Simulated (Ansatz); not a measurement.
Cartesian coordinates (Å):
```xyz
6

B     -0.6479    -0.4309     0.8231
C      0.2105     0.1403    -0.2664
C      0.9022     0.6002    -1.1456
H     -1.8328    -0.3848     0.7304
H     -0.1424    -0.9293     1.7775
H      1.5104     1.0046    -1.9190
```
Charge 0, spin multiplicity 1.

The numbers are results of Ansatz (a first-principles code) with frozen-core CCSD(T)/cc-pVTZ // B3LYP-D3(BJ)/def2-TZVP, not measurements.

The HF energy is -102.12497 Ha. The MP2 correlation energy is -0.39931 Ha.

Task: Estimate the CCSD correlation energy, the (T) correction, the total energy and the T1 diagnostic.

Result: 
| Property | Value |
|---|---|
| CCSD correlation energy | -0.42187 Ha |
| (T) correction | -0.02074 Ha |
| CCSD(T) total energy | -102.56758 Ha |
| T1 diagnostic | 0.014 |
